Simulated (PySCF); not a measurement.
Nitrogen: a sound run and one with changed settings

Sound run: N⁺ [He] 2s2 2p2, N²⁺ [He] 2s2 2p1. All numbers are calculated (PySCF 2.14, scalar relativity by spin-free X2C-1e, in x2c-SVPall (3s2p1d, 14 functions)). The sound run starts from symmetry-adapted Hartree-Fock orbitals and uses a fine grid where one is needed.

Changed run: 6 angular points. This setting is unsound on purpose.

```csv
species,method,sound run (hartree),changed run (hartree),converged
N⁺,UHF,-53.84987,-53.84987,yes
N⁺,BP86,-54.01526,-54.05587,yes
N⁺,PBE0,-53.96687,-53.99824,yes
N²⁺,UHF,-52.77125,-52.77125,yes
N²⁺,BP86,-52.91063,-52.95606,yes
N²⁺,PBE0,-52.86203,-52.89719,yes
```

Ionisation energy of N⁺:

```csv
method,sound run (eV),changed run (eV)
UHF,29.351,29.351
BP86,30.058,29.927
PBE0,30.064,29.961
```

A coarse angular grid integrates products of high-l functions wrongly, so density functionals can shift, and the SCF can exploit the error; Hartree-Fock and MP2 need no grid.

For comparison, NIST gives 29.601 eV between the lowest levels.
